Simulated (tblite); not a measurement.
**Question.** What does the GFN2-xTB structure of `O=S1(=O)C=CC=C1` look like in three dimensions?

**Answer.** 
```
atom  x, y, z in Å
O1     2.0570    0.2617    1.2246
S2     1.3258   -0.1173    0.0488
O3     2.0701   -0.6259   -1.0683
C4     0.2088    1.2013   -0.4662
C5    -1.0357    0.7781   -0.3079
C6    -1.1767   -0.5815    0.2171
C7    -0.0418   -1.2161    0.4668
H8     0.5652    2.1432   -0.8276
H9    -1.9202    1.3532   -0.5334
H10   -2.1628   -0.9910    0.3713
H11    0.1156   -2.2030    0.8488
```

Any rigid rotation of these coordinates is as good. Atoms count from 1 in this order. The 5-membered ring S2–C4–C5–C6–C7 has internal angles of 92.4° to 115.5°; it is planar, 0.00 Å rms from its mean plane, widest ring torsion 0°. S2 (sulfonyl sulfur) has angles from 92.4° to 117.8°. The 3 C–C bonds span 1.324 Å (C4=C5, drawn double) to 1.464 Å (C5–C6, drawn single), a spread of 0.140 Å.

Bonds between heavy atoms (Å): O1=S2 1.436, S2=O3 1.436, S2–C4 1.803, C4=C5 1.324, C5–C6 1.464, C6=C7 1.324, S2–C7 1.803.

The geometry is computed with GFN2-xTB (gas phase).

Point group: C2v (every atom within 0.08 Å of its image). Its GFN2-xTB frequencies are all real (lowest 122 cm⁻¹).

Hardware: one thread of an Arm Neoverse V1, on a shared host. Cost: under 0.1 s. These figures are those of the optimisation.
